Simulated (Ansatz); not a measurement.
Mulliken charges of Cl2GaGeH3, SMILES `[Cl][Ga]([Cl])[GeH3]` from r2SCAN/def2-TZVPP in Ansatz (PBE0-D4/def2-TZVP geometry).

```csv
atom,x (Å),y (Å),z (Å),charge (e)
Cl1,-0.860,-2.503,1.452,-0.265
Ga2,0.410,-1.127,0.412,0.602
Cl3,2.402,-1.855,0.113,-0.263
Ge4,-0.360,1.038,-0.368,-0.122
H5,0.840,1.927,-0.713,0.017
H6,-1.211,1.697,0.725,0.016
H7,-1.222,0.823,-1.621,0.015
```

Task: By hand: the dipole of these point charges (1 e Å = 4.8032 D).

Result: Σ q r = (-0.137, 0.418, -0.146) e Å, of length 0.463 e Å = 2.22 D.

Task: How does the dipole of the full density compare? (Best estimate.)

Result: Computed: (-0.165, 0.488, -0.171) e Å, 2.61 D; the point charges give 0.85 times that, at 1° from its direction.

Point charges leave out the atoms' own dipoles, such as those of lone pairs, and Mulliken's split depends on the basis, so the close match here is no proof of good charges.
